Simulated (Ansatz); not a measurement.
BeH4Si (SMILES [BeH][SiH3]) moved off its minimum; all values from Ansatz (a first-principles code), cores frozen in correlated methods.
(charge 0, multiplicity 1)
```xyz
6

Be    -1.5314    -0.7705    -0.1367
H     -2.6920    -1.3905    -0.4908
Si     0.3220     0.2714     0.1252
H      0.9852    -0.0203     1.4205
H      0.3746     1.8319    -0.0261
H      1.2835     0.0162    -0.9284
```

```json
[
 {"level": "HF/def2-TZVPP", "largest force (eV/Å)": "2.36", "on atom": "Si3", "rms difference from CCSD(T)/aug-cc-pV(T+d)Z (eV/Å)": "0.170", "dipole (D)": "0.96"},
 {"level": "PBE/def2-TZVPP", "largest force (eV/Å)": "1.62", "on atom": "Si3", "rms difference from CCSD(T)/aug-cc-pV(T+d)Z (eV/Å)": "0.151", "dipole (D)": "0.62"},
 {"level": "r2SCAN/def2-TZVPP", "largest force (eV/Å)": "1.77", "on atom": "Si3", "rms difference from CCSD(T)/aug-cc-pV(T+d)Z (eV/Å)": "0.056", "dipole (D)": "0.68"},
 {"level": "B3LYP/def2-TZVPP", "largest force (eV/Å)": "1.80", "on atom": "Si3", "rms difference from CCSD(T)/aug-cc-pV(T+d)Z (eV/Å)": "0.030", "dipole (D)": "0.77"},
 {"level": "wB97M-V/def2-TZVPP", "largest force (eV/Å)": "1.84", "on atom": "Si3", "rms difference from CCSD(T)/aug-cc-pV(T+d)Z (eV/Å)": "0.057", "dipole (D)": "0.83"},
 {"level": "MP2/aug-cc-pV(T+d)Z", "largest force (eV/Å)": "2.06", "on atom": "Si3", "rms difference from CCSD(T)/aug-cc-pV(T+d)Z (eV/Å)": "0.079", "dipole (D)": "0.85"},
 {"level": "CCSD(T)/aug-cc-pV(T+d)Z", "largest force (eV/Å)": "1.87", "on atom": "Si3", "rms difference from CCSD(T)/aug-cc-pV(T+d)Z (eV/Å)": "0.000", "dipole (D)": "0.79"}
]
```

The differences count from one level among others, with limits of its own. Forces at CCSD(T)/aug-cc-pV(T+d)Z (eV/Å):

```tsv
atom	Fx	Fy	Fz
Be1	-0.814	-0.231	-0.411
H2	0.348	0.132	0.233
Si3	0.421	1.802	0.298
H4	0.046	-0.063	0.079
H5	-0.505	-1.019	0.351
H6	0.504	-0.621	-0.549
```
